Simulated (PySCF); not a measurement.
Ga2H4, SMILES [GaH2-][GaH2], charge -1, multiplicity 2.

The structure is a stationary point at TPSSh-D3(BJ)/def2-SVPD.

These are TPSSh-D3(BJ)/def2-SVPD in PySCF 2.14.0 values and carry that method's errors.

Frequencies are harmonic and unscaled.

Problem. Estimate the vibrational spectrum. (An estimate is asked for; the answer gives what the named calculation found.)

Solution. 
```tsv
mode	ν (cm⁻¹)	IR (km/mol)	moving atoms (share of kinetic energy)
1	267	0.0	Ga 98 %
2	282	0.0	H 92 %, Ga 8 %
3	286	49.5	H 99 %
4	311	0.0	H 100 %
5	446	0.0	H 90 %, Ga 10 %
6	453	57.0	H 97 %
7	714	354.6	H 98 %
8	790	0.0	H 99 %
9	1776	0.0	H 98 %
10	1777	1030.9	H 98 %
11	1779	756.7	H 99 %
12	1818	0.0	H 99 %
```
